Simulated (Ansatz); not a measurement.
The cluster Au2O2⁻ (the lowest doublet isomer of a short search) was relaxed with PBE-D4 (def2-TZVPD) in Ansatz in these states: charge -1 doublet, charge -1 quartet. The geometries follow in no particular order.

In the def2 sets Au takes a core potential; there is no spin–orbit coupling.

A:

```xyz
4

Au    1.315    2.860   -0.212
Au    0.079    0.616    0.017
O    -1.003   -1.172    0.231
O    -0.391   -2.303   -0.036
```

B:

```xyz
4

Au    2.110    1.491   -0.406
Au   -0.198    1.508    0.886
O    -1.235   -1.087    0.128
O    -0.677   -1.912   -0.607
```

Judge from the bond lengths which geometry belongs to which state (an estimate).

A is the charge -1 doublet (Au2–O3 2.101 Å, O3–O4 1.313 Å, Au1–Au2 2.572 Å); B is the charge -1 quartet (Au2–O3 2.897 Å, O3–O4 1.238 Å, Au1–Au2 2.645 Å).

At PBE-D4/def2-TZVPD the highest occupied level of the charge -1 quartet lies above zero (up to 0.19 eV). The electron is either unbound and held by the finite basis, or the level is raised by self-interaction error. The charge -1 quartet has come apart into loosely held pieces.
